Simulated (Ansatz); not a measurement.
Calculated with Ansatz (gas phase, PBE0-D4/def2-TZVP geometries, no zero-point term in ΔE). CCSD(T)/CBS adds triple-zeta CCSD(T) − MP2 to the extrapolated MP2 energy (def2 sets, frozen cores). This one scheme is used for every species. Functionals use def2-TZVPP. One conformer a species, not always the lowest.

`O=C=NP` + `N[SiH2]F` → `F[SiH2]NP` + `N=C=O`  (ligand exchange at a P–N bond)

```tsv
level	ΔE (kJ/mol)
BLYP	19.1
BHLYP	18.1
```

Problem. What does CCSD(T)/CBS give? (An estimate is asked.)

Solution. Computed: +10.6 kJ/mol. The listed levels differ from it by 8.5, 7.5 kJ/mol.

Largest T1 diagnostic among the species: 0.018.

The D4 term adds −4.7 kJ/mol with B3LYP and −2.5 kJ/mol with PBE0; it sums over pairs of atoms, weighted by their polarisabilities, and B3LYP, whose exchange is more repulsive, gets the larger term. Leaving LDA and LC-ωPBE aside and taking each functional with its dispersion term where it has one, the values, not all of them listed here, spread over 5.2 kJ/mol, from revPBE-D4 to B2PLYP.

B3LYP here is the variant with VWN-RPA as its local correlation; programs differ in this.
